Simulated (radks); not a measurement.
Valence configurations of Tb IV (all share [Xe]). Calculated with a radial shooting solver on a logarithmic mesh with Libxc functionals: Dirac Kohn-Sham, BLYP, spin-unpolarised, spherical densities, finite nucleus; open shells fill j = l - 1/2 first; Fermi nuclear charge, rms radius 5.06 fm. Energies are relative to 4f8; eigenvalues in eV.

| valence | E (eV) | e(4f5/2) | e(4f7/2) | e(5d3/2) | e(6p1/2) | e(6s1/2) |
|---|---|---|---|---|---|---|
| 4f8 | 0.000 | -34.315 | -33.466 | - | - | - |
| 4f7 6p1 | 19.469 | -45.611 | -44.700 | - | -20.604 | - |
| 4f7 6s1 | 14.248 | -44.669 | -43.758 | - | - | -25.321 |
| 4f6 6s2 | 37.273 | -56.163 | - | - | - | -27.393 |
| 4f6.5 6s1.5 | 24.590 | -50.287 | -49.346 | - | - | -26.367 |
| 4f6 6s1 6p1 | 42.915 | -57.079 | - | - | -22.213 | -27.883 |
| 4f6 6p2 | 48.611 | -57.981 | - | - | -22.636 | - |
| 4f6.5 5d0.5 6p1 | 27.647 | -49.507 | -48.566 | -30.737 | -20.900 | - |
| 4f6.5 5d1.5 | 18.547 | -45.248 | -44.311 | -27.738 | - | - |
| 4f5 6s2 6p1 | 77.290 | -69.571 | - | - | -23.762 | -29.858 |

NIST lists [Xe] 4f8 as the ground configuration; this level of theory agrees among the configurations tried. The energies are those of spherical spin-averaged densities, not of single terms.
